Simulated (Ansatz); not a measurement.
Basis-set series for CH$_{5}$B$_{2}$F, SMILES `CBBF`. The species carries charge 0 and has multiplicity 1. Geometry: relaxed with PBE0-D4/def2-TZVP. It is one conformer, not always the lowest.

```json
{"functional": "PBE0-D4", "basis": "def2-TZVPP", "functions": "194", "energy (Eh)": "-190.52930", "HOMO (eV)": "-7.81", "LUMO (eV)": "-1.50"}
{"functional": "PBE0-D4", "basis": "def2-QZVPP", "functions": "378", "energy (Eh)": "-190.54015", "HOMO (eV)": "-7.82", "LUMO (eV)": "-1.52"}
{"functional": "ωB97M-V", "basis": "def2-TZVPP", "functions": "194", "energy (Eh)": "-190.66622", "HOMO (eV)": "-10.09", "LUMO (eV)": "0.45"}
{"functional": "ωB97M-V", "basis": "def2-QZVPP", "functions": "378", "energy (Eh)": "-190.67651", "HOMO (eV)": "-10.11", "LUMO (eV)": "0.37"}
```

(1) Give the rows for def2-SVP. (An estimate is asked.)

Results:

(1) Ansatz gave: 
```
functional     basis  functions  energy (Eh)  HOMO (eV)  LUMO (eV)
   PBE0-D4  def2-SVP         81   -190.30854      -7.73      -1.39
   ωB97M-V  def2-SVP         81   -190.43615      -9.99       0.68
```

Positive LUMOs are unbound and depend on the basis.
